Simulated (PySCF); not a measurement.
# Polarisability and C₆ of N (nitrogen, neutral)

[He] 2s2 2p3, high-spin 4S determinant. All numbers are calculated (PySCF 2.14, the non-relativistic Hamiltonian (point nucleus), in aug-cc-pVQZ (6s5p4d3f2g, 80 functions)). Coupled (time-dependent) response in atomic units; α is the mean over directions.

```
method  mean α (bohr³)  C₆ (like pair)  S(−4)
   UHF           7.173           23.29  28.32
   PBE           8.244           28.36  37.10
  PBE0           7.754           26.21  31.59
  TPSS           8.092           27.94  34.62
 B3LYP           7.793           26.36  31.87
```

S(−4) is the Cauchy moment in α(ω) = α(0) + S(−4) ω² + …

Reference α: 7.4 ± 0.2 bohr³ (recommended; Schwerdtfeger and Nagle, table of static dipole polarizabilities (2023 update)). Published C₆: 24.20 (Chu and Dalgarno (2004); Tang, Norbeck and Certain (1976)).

α(iu) at UHF:

```json
{"u (hartree)": "0", "α(iu) (bohr³)": "7.173"}
{"u (hartree)": "0.0500", "α(iu) (bohr³)": "7.103"}
{"u (hartree)": "0.100", "α(iu) (bohr³)": "6.906"}
{"u (hartree)": "0.200", "α(iu) (bohr³)": "6.251"}
{"u (hartree)": "0.300", "α(iu) (bohr³)": "5.472"}
{"u (hartree)": "0.500", "α(iu) (bohr³)": "4.084"}
{"u (hartree)": "0.750", "α(iu) (bohr³)": "2.885"}
{"u (hartree)": "1.00", "α(iu) (bohr³)": "2.118"}
{"u (hartree)": "1.50", "α(iu) (bohr³)": "1.262"}
{"u (hartree)": "2.00", "α(iu) (bohr³)": "0.8301"}
{"u (hartree)": "3.00", "α(iu) (bohr³)": "0.4343"}
{"u (hartree)": "5.00", "α(iu) (bohr³)": "0.1796"}
```
